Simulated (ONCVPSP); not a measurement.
What one change does to a pseudopotential (selenium, ONCV)

- Element: selenium (Se)
- Generator: ONCVPSP 4.0.1
- Type: optimised norm-conserving Vanderbilt (ONCV)
- Functional: PBEsol
- Relativity: fully relativistic
- Frozen core: [Ar] 3d10
- Valence charge: 6
- Reference configuration: 4s2 4p3.5 (charge +0.5)
- Partial waves: 4s: rc 1.50 bohr, ncon 3, nbas 7, qcut 5 1/bohr, 2 projectors, debl 1.2 Ha; 4p: rc 2.00 bohr, ncon 4, nbas 8, qcut 3.7 1/bohr, 2 projectors, debl 2.7 Ha; d scattering state at 0.45 Ha: rc 1.70 bohr, ncon 4, nbas 9, qcut 5 1/bohr, 2 projectors, debl 3 Ha
- Local potential: polynomial inside 1.10 bohr (lpopt 1, dvloc0 0 Ha)
- Core correction: Teter function, fcfact 5, rcfact 1.3

Open shells are filled in proportion to 2j + 1.

Change: p: rc 1.9.

Cutoffs: the cutoffs (Ha) at which the residual kinetic energy of the hardest occupied pseudo-wave falls to 1 and 0.1 mHa per electron; they do not see the model core or the augmentation charge, which bear on the density cutoff. Errors are all-electron minus pseudo energies relative to the spin-unpolarised reference configuration.

Problem. What does the change do?

Solution. The potential gets neither clearly harder nor softer (11 Ha and 41 Ha → 11 Ha and 48 Ha); the s channel sets the loose cutoff, while the largest relative change is in p, which becomes harder; of the 4 tests that both files solve, the error grows in 0 and shrinks in 1 by more than 15 % and 0.3 meV (median size 7.4 → 4.4 meV); neither file shows a bound ghost.

| quantity | base | changed |
| --- | --- | --- |
| cutoff, loose | 11 Ha | 11 Ha |
| cutoff, tight | 41 Ha | 48 Ha |
| loose cutoff by channel | s 11 Ha, p 5.0 Ha | s 11 Ha, p 7.8 Ha |
| bound ghosts | none | none |
| GHOST(+) flags under 300 eV | s at 80.6 eV | s at 80.6 eV |
| error for 4s2 4p4, meV [ΔE -4.31 eV] | -0.4 | -0.3 |
| error for 4s2 4p3, meV [ΔE 6.54 eV] | -1.0 | -0.8 |
| error for 4s2 4p2, meV [ΔE 26.91 eV] | -17 | -15 |
| error for 4s0 4p6, meV [ΔE 17.65 eV] | +14 | +8.1 |
| s: phases at 1.52 bohr within 0.05 rad from the reference energy up to (Ha; the scan ends near 5) | 2.8 | 2.8 |
| d5/2: phases at 1.72 bohr within 0.05 rad from the reference energy up to (Ha; the scan ends near 5) | to the end of the scan | to the end of the scan |
| d3/2: phases at 1.72 bohr within 0.05 rad from the reference energy up to (Ha; the scan ends near 5) | to the end of the scan | to the end of the scan |
| rms error of d²Exc/dni dnj with the model core, mHa | 5.24 | 5.25 |

Base: The cutoffs count occupied waves only; projector 2 of the d channel, the hardest unoccupied one, needs 135 Ha at the loose tolerance. Changed file: The cutoffs count occupied waves only; projector 2 of the d channel, the hardest unoccupied one, needs 135 Ha at the loose tolerance.
